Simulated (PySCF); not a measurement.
Compound: SnH(vinyl)3, C₆H₁₀Sn.
Bonds: Sn1–C3, Sn1–C8, Sn1–C13, C3–C4, C8–C9, C13–C14. Hydrogens: H2 on Sn1; H5 on C3; H6, H7 on C4; H10 on C8; H11, H12 on C9; H15 on C13; H16, H17 on C14.

Computed by this run: PySCF, PBE0-D3(BJ)/def2-SVP geometry optimisation, gas phase, def2 core potentials past Kr; density fitting, grid level 1; the optimiser is geomeTRIC in internal coordinates, started from a GFN2-xTB structure with every atom displaced at random (about 0.03 Å).

Step 2: E = -12201.3016 eV
```
atom  x, y, z in Å  |  force x, y, z in eV/Å
Sn1     0.0183   -0.0370    0.1665    0.083   0.218   0.067
H2      0.0082   -0.0220    1.8904    0.053  -0.038  -0.051
C3      2.0347   -0.2570   -0.5599   -0.073  -0.038  -0.569
C4      3.1157   -0.3983    0.2038   -0.060   0.096   0.468
H5      2.2069   -0.2420   -1.6424   -0.195   0.035  -0.154
H6      2.9597   -0.4070    1.2869    0.459  -0.078   0.178
H7      4.1489   -0.4769   -0.1863   -0.400  -0.015   0.140
C8     -0.7906    1.8365   -0.5113    0.045  -0.209  -0.277
C9     -1.1622    2.8414    0.2825   -0.067   0.200   0.139
H10    -0.9395    1.9606   -1.5982    0.041  -0.026   0.193
H11    -1.0634    2.8260    1.3792    0.009  -0.084  -0.177
H12    -1.5979    3.7573   -0.1412    0.031  -0.016   0.084
C13    -1.2492   -1.6188   -0.5166    0.135  -0.128  -0.199
C14    -1.9304   -2.4247    0.3028   -0.148  -0.039  -0.104
H15    -1.3141   -1.7969   -1.6025   -0.030   0.037   0.150
H16    -1.9045   -2.3060    1.3924   -0.003  -0.046  -0.003
H17    -2.5690   -3.2359   -0.0857    0.120   0.132   0.116
```

Step 3: E = -12201.3432 eV
```
atom  x, y, z in Å  |  force x, y, z in eV/Å
Sn1     0.0127   -0.0245    0.1414   -0.147   0.178  -0.095
H2      0.0192   -0.0145    1.8584    0.014  -0.015   0.031
C3      2.0134   -0.2521   -0.5762    0.555  -0.081   0.463
C4      3.0775   -0.3915    0.2397   -0.406   0.027  -0.487
H5      2.1851   -0.2426   -1.6606    0.016  -0.002   0.020
H6      2.9961   -0.4147    1.3330   -0.079   0.023  -0.023
H7      4.0970   -0.4976   -0.1578   -0.071   0.013   0.015
C8     -0.7992    1.8481   -0.5454   -0.019  -0.053   0.086
C9     -1.1589    2.8375    0.2805    0.047  -0.103  -0.071
H10    -0.9500    1.9852   -1.6254    0.033   0.014   0.044
H11    -1.0487    2.7626    1.3693    0.006   0.004  -0.020
H12    -1.5844    3.7774   -0.0931   -0.003  -0.001   0.009
C13    -1.2428   -1.6246   -0.5367    0.130   0.000   0.031
C14    -1.9122   -2.4154    0.3068   -0.037  -0.022  -0.070
H15    -1.3211   -1.8114   -1.6164   -0.040   0.010   0.038
H16    -1.8635   -2.2876    1.3944   -0.009   0.000   0.002
H17    -2.5489   -3.2348   -0.0516    0.010   0.009   0.027
```

Q: Estimate the geometry and energy of step 4. (The exact step hangs on the optimiser's Hessian estimate; all steps are aligned on step 3, rigid shifts and turns removed.)

A: E = -12201.3503 eV, largest force 0.195 eV/Å
```
atom  x, y, z in Å  |  force x, y, z in eV/Å
Sn1     0.0119   -0.0132    0.1353   -0.066  -0.027  -0.021
H2      0.0277   -0.0018    1.8541    0.015  -0.002   0.010
C3      2.0106   -0.2482   -0.5829   -0.126   0.014  -0.091
C4      3.0540   -0.3833    0.2355    0.172  -0.046   0.081
H5      2.1861   -0.2464   -1.6665    0.005  -0.007   0.011
H6      2.9481   -0.3931    1.3267   -0.001   0.006  -0.002
H7      4.0769   -0.4977   -0.1444    0.013   0.006   0.009
C8     -0.7957    1.8418   -0.5519   -0.041   0.030   0.006
C9     -1.1457    2.8252    0.2820    0.012  -0.008  -0.022
H10    -0.9451    1.9840   -1.6300    0.007   0.024   0.002
H11    -1.0241    2.7362    1.3676   -0.012   0.022   0.018
H12    -1.5706    3.7710   -0.0764   -0.001   0.005   0.000
C13    -1.2329   -1.6230   -0.5298    0.039  -0.028   0.009
C14    -1.9074   -2.4165    0.3071    0.004   0.017   0.002
H15    -1.3166   -1.8089   -1.6080   -0.012   0.003  -0.017
H16    -1.8653   -2.2898    1.3951   -0.002  -0.004   0.007
H17    -2.5403   -3.2368   -0.0532   -0.007  -0.007  -0.002
```

The energy changes by -0.0071 eV. The first-order estimate −F·Δx gives -0.0185 eV and the mean of the old and new forces, exact on a quadratic surface, -0.0069 eV. The step makes an angle of 78° with the force vector and moves no atom by more than 0.053 Å.

What follows is the cost of the whole optimisation. The run took 2.0 min wall on one thread, Arm Neoverse V1 (aarch64), shared host, and the process peaked at 0.62 GiB of memory.
